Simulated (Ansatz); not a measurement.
Scan of H2N (anion, charge -1), singlet: symmetric bend, bond length relaxed. Scanned: H-N-H angle. Other coordinates (N-H bond length) were minimised at B3LYP/def2-TZVP.

Computed with CCSD(T) on RHF/aug-cc-pVQZ, frozen core run with Ansatz (a first-principles code).

Scanned values (°): 180, 167, 157, 147, 137, 127, 117, 107, 97, 87, 77, 67, 60.

Question: At which scan points does the profile have its minima and maxima, and how high do they lie?

Answer: Lower than their neighbours: 107° (0.0 kcal/mol). Higher than their neighbours: 180° (32.2 kcal/mol, end of the scan), 60° (28.4 kcal/mol, end of the scan). The whole profile spans 32.2 kcal/mol.
